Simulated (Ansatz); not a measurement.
ClF2HSSi (`F[Si](F)(S)Cl`). Charge 0, multiplicity 1.

```xyz
6

F     0.120   -1.484   -0.897
Si    0.285   -0.005   -0.373
F     0.583    0.911   -1.619
S    -1.472    0.727    0.503
Cl    1.883   -0.001    0.863
H    -1.398   -0.148    1.522
```

(1) List the harmonic frequencies (cm⁻¹, unscaled) at PBE0-D4/def2-TZVP in Ansatz. (Estimate.)

(2) Is this a minimum?

(3) Give the ideal-gas thermochemistry at 298.15 K and 1 bar (rigid rotor, harmonic oscillator; point group C1, symmetry number 1).

(4) Rotational constants (cm⁻¹)?

Answers

(1) Computed: 123, 183, 208, 254, 301, 314, 495, 631, 769, 903, 983, 2706.

(2) Yes, all 12 modes are real.

(3) Zero-point energy 47.1 kJ/mol; H(298) − E = 66.7 kJ/mol; entropy 343.1 J/(mol·K), of which translation 170.0, rotation 116.9, vibration 56.1; G(298) − E = -35.6 kJ/mol.

(4) 0.09904, 0.06352, 0.05426.
